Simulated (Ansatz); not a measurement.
H$_{6}$SeSi$_{2}$, SMILES `[SiH3][SiH2][SeH]`, relaxed with RKS PBE0-D4/def2-TZVP in Ansatz from a PBE-D4/def2-SVP geometry. The force threshold is 0.005 eV/Å; the program also tests the step.

The species carries charge 0 and has multiplicity 1.

Start:

```xyz
9

Si    0.258    1.015   -0.943
Si    0.205   -0.290    1.011
Se   -1.587   -1.749    0.937
H     1.422    1.973   -0.940
H    -1.023    1.795   -1.060
H     0.383    0.101   -2.133
H     1.509   -1.017    1.218
H    -0.065    0.560    2.223
H    -1.101   -2.389   -0.313
```

How much energy does the relaxation release, and in how many steps? (Estimate.)

Ansatz gave: 2.39 kJ/mol, in 8 steps, 1 of them rejected.

Which bonds change most? (Estimate.)

The calculation gave: Si2–Se3 from 2.312 to 2.288 Å; Si2–H7 from 1.507 to 1.488 Å; Si2–H8 from 1.505 to 1.486 Å; Si1–H4 from 1.507 to 1.489 Å.

Give the relaxed structure. (Best estimate.)

Computed: 
```xyz
9

Si    0.252    0.998   -0.936
Si    0.208   -0.283    1.017
Se   -1.534   -1.763    0.936
H     1.413    1.928   -0.949
H    -1.007    1.781   -1.046
H     0.358    0.084   -2.106
H     1.503   -0.983    1.232
H    -0.082    0.552    2.212
H    -1.112   -2.315   -0.359
```
